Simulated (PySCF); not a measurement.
1,1-dichlorobuta-1,2-diene (C₄H₄Cl₂), SMILES C(=C(Cl)Cl)=CC. Atoms are numbered in the order given.

```xyz
10

C     -3.1956     0.4806     0.0000
C     -2.1200    -0.5709     0.0000
C     -0.8288    -0.3385     0.0000
C      0.4552    -0.0970     0.0000
Cl     1.3838     0.0749     1.4713
Cl     1.3838     0.0749    -1.4713
H     -3.8429     0.3669    -0.8860
H     -2.7725     1.4945     0.0000
H     -3.8429     0.3669     0.8860
H     -2.4551    -1.6190     0.0000
```

Geometry optimised at B3LYP-D3(BJ)/def2-SVP.

Calculation: PySCF with PBE/def2-TZVP.

ESP charges are fitted to the potential on shells at 1.4 to 2.0 van der Waals radii. Atomic charges (e):

| atom | meta-Löwdin | Löwdin | Mulliken | ESP fit |
|---|---|---|---|---|
| C1 | -0.34 | -0.28 | -0.31 | -0.41 |
| C2 | -0.09 | -0.16 | -0.11 | 0.04 |
| C3 | -0.04 | -0.11 | 0.09 | -0.09 |
| C4 | -0.05 | -0.78 | -0.08 | -0.02 |
| Cl5 | -0.01 | 0.39 | -0.06 | -0.03 |
| Cl6 | -0.01 | 0.39 | -0.06 | -0.03 |
| H7 | 0.13 | 0.14 | 0.13 | 0.13 |
| H8 | 0.13 | 0.13 | 0.14 | 0.17 |
| H9 | 0.13 | 0.14 | 0.13 | 0.13 |
| H10 | 0.14 | 0.16 | 0.13 | 0.11 |

Question: Give the Mayer and Wiberg (Löwdin basis) orders of the bonds. (Estimate from the structure and the level; the computed values follow.)

Answer: 
```
bond    Mayer  Wiberg
------  -----  ------
C1–C2    0.99    1.30
C2–C3    1.91    2.00
C3–C4    1.69    2.05
C4–Cl5   1.19    1.69
C4–Cl6   1.19    1.69
C1–H7    0.94    0.89
C1–H8    0.97    0.90
C1–H9    0.94    0.89
C2–H10   0.92    0.80
```
